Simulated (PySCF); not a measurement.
**Correlation energy of O⁺ (oxygen, charge +1)**

[He] 2s2 2p3, high-spin 4S determinant. All numbers are calculated (PySCF 2.14, no relativity, point nucleus, in cc-pVTZ). Frozen: 1s2; 5 electrons correlated.

MP2 pair energies summed by pair of shells (mhartree):

| pair | energy | share (%) |
| --- | --- | --- |
| 2s-2p | -64.12 | 65.7 |
| 2p-2p | -23.47 | 24.0 |
| 2s-2s | -10.05 | 10.3 |

Total MP2 correlation energy: -97.64 mhartree.

Same-spin part -29.15 and opposite-spin part -68.49 mhartree; SCS-MP2 scales them by 1/3 and 6/5 to -91.90 mhartree.

```json
{"level": "CCSD", "correlation energy (mhartree)": "-112.70"}
{"level": "(T)", "correlation energy (mhartree)": "-1.60"}
{"level": "CCSD(T)", "correlation energy (mhartree)": "-114.30"}
```

Diagnostics: T1 = 0.0040, D1 = 0.0090, largest double amplitude 0.037.

Cost of the coupled-cluster step: 0.22 s of wall time on 1 thread of AMD EPYC 9R14 (shared host), for 5 correlated electrons.
